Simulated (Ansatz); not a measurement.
Geometry optimisation, Ansatz 0.2.0, RKS PBE/def2-SVP.

The input (input.yaml):

```yaml
crystal:
  periodic: [false, false, false]
  atoms:
    - { symbol: Si, position_ang: [-0.942731, 0.610391, -0.111743] }
    - { symbol: H, position_ang: [1.720715, 0.969481, 0.330329] }
    - { symbol: O, position_ang: [-0.130838, -0.567008, 0.770328] }
    - { symbol: Si, position_ang: [-0.104644, -1.804022, 1.891371] }
    - { symbol: H, position_ang: [-2.372824, 0.172089, -0.335196] }
    - { symbol: H, position_ang: [-0.989795, 1.891845, 0.683327] }
    - { symbol: H, position_ang: [1.916274, 1.468269, -0.126837] }
    - { symbol: Si, position_ang: [0.111317, 0.907357, -2.090649] }
    - { symbol: H, position_ang: [1.331857, -2.10775, 2.20778] }
    - { symbol: H, position_ang: [-0.825642, -1.407782, 3.15316] }
    - { symbol: H, position_ang: [-0.764227, -3.036836, 1.332678] }
    - { symbol: H, position_ang: [-0.885263, 0.842538, -3.223301] }
    - { symbol: H, position_ang: [1.131533, -0.179871, -2.298633] }
    - { symbol: H, position_ang: [0.804266, 2.241401, -2.182713] }
basis:
  gaussian: { orbitals: def2-SVP }
hamiltonian:
  xc: pbe
relax:
  f_tol: 0.03
  max_steps: 50
```

Run as:

```bash
$ ansatz run input.yaml --threads 2 --pin off --max-ram 3072MiB --backend cpu --events-out ev --progress --plain --runs-dir out
```

Problem. Where does it end, and by what steps?

Solution. It converged. The force dipped under the threshold on the way, but the program's further checks kept it going. After 16 steps the energy has fallen by 0.280 eV; H7 moved furthest, 1.36 Å.

```csv
step,energy less start (eV),largest force component (eV/Å),accepted
0,0.0000,1.946,yes
1,-0.1903,0.252,yes
2,-0.2144,0.140,yes
3,-0.2242,0.227,yes
4,-0.2339,0.149,yes
5,-0.2356,0.474,yes
6,-0.2438,0.161,yes
7,-0.2499,0.152,yes
8,-0.2543,0.253,yes
9,-0.2637,0.149,yes
10,-0.2697,0.131,yes
11,-0.2737,0.219,yes
12,-0.2764,0.129,yes
13,-0.2784,0.056,yes
14,-0.2793,0.027,yes
15,-0.2796,0.053,yes
16,-0.2800,0.021,yes
```

```xyz
14
Properties=species:S:1:pos:R:3
Si -1.219 0.384 -0.287
H 2.220 0.775 0.690
O -0.115 -0.327 0.768
Si -0.015 -1.524 1.942
H -2.340 -0.583 -0.590
H -1.825 1.604 0.361
H 2.929 1.075 0.696
Si -0.105 0.965 -2.280
H 1.439 -1.789 2.197
H -0.678 -1.075 3.217
H -0.687 -2.784 1.461
H -1.079 1.619 -3.225
H 0.455 -0.264 -2.944
H 1.019 1.925 -2.005
```

Whether the end is a true minimum wasn't checked by a vibrational analysis.

Run time: 35 s on 2 threads of Arm Neoverse V2 (shared host), peak memory 0.15 GiB.
